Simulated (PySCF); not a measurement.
Job for PySCF: R-MP2/6-31G* on GeH7NSi (SMILES [SiH3][NH][GeH3]), a point of a torsion scan.

```python
from pyscf import gto, scf, dft, mp
from pyscf.data.elements import chemcore

mol = gto.M(
    atom='''
    Si    1.54423020    0.13526759    0.30935213
    N     0.13696780   -0.27879930   -0.61678181
    Ge   -1.57970277    0.02110751   -0.11549698
    H     2.67495549   -0.16321844   -0.57000338
    H     1.42162472    1.55738989    0.62661779
    H     1.65319032   -0.63605044    1.55692240
    H     0.25987594   -1.06556733   -1.23490024
    H    -1.74003088    1.49429255    0.07086304
    H    -1.93707913   -0.67703105    1.16825663
    H    -2.45012822   -0.48222843   -1.22444144
    ''',
    basis='6-31g*',
    cart=True,
    charge=0, spin=0, verbose=3, max_memory=1800)
mf = scf.RHF(mol)
mf.conv_tol = 1e-8
mf.max_cycle = 100
mf.kernel()
if not mf.converged:
    mf = mf.newton().run(mf.mo_coeff, mf.mo_occ)
pt = mp.MP2(mf, frozen=chemcore(mol)).run()
```

Program output:

```
converged SCF energy = -2422.52139524481
E(RMP2) = -2423.01867549101  E_corr = -0.497280246208125
E(SCS-RMP2) = -2423.00229081739  E_corr = -0.480895572587898
```

The calculation finished and met its thresholds.

Cost: roughly 2.5 core-seconds.
